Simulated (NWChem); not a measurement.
System: C3H4BFO; SMILES FB1C=COC1

```xyz
10

F     -0.0326     2.1573     0.0000
B      0.0555     0.8304     0.0000
C      1.2667    -0.0845     0.0000
C      0.7290    -1.3351     0.0000
O     -0.5945    -1.4665     0.0000
C     -1.1872    -0.1587     0.0000
H      2.3423     0.0868     0.0000
H      1.2526    -2.2975     0.0000
H     -1.8369    -0.0776    -0.8872
H     -1.8369    -0.0776     0.8872
```
Atoms are numbered in this order, from 1.

Computed with NWChem. Structure relaxed at the PBE0/def2-SVP level.

Problem. What does the run give for PBE0/def2-SVP? Quantities: highest occupied level (eV); orbital gap (eV); dipole (D).

Solution. 
```json
{
 "highest occupied level (eV)": "-7.20",
 "orbital gap (eV)": "6.42",
 "dipole (D)": "1.16"
}
```
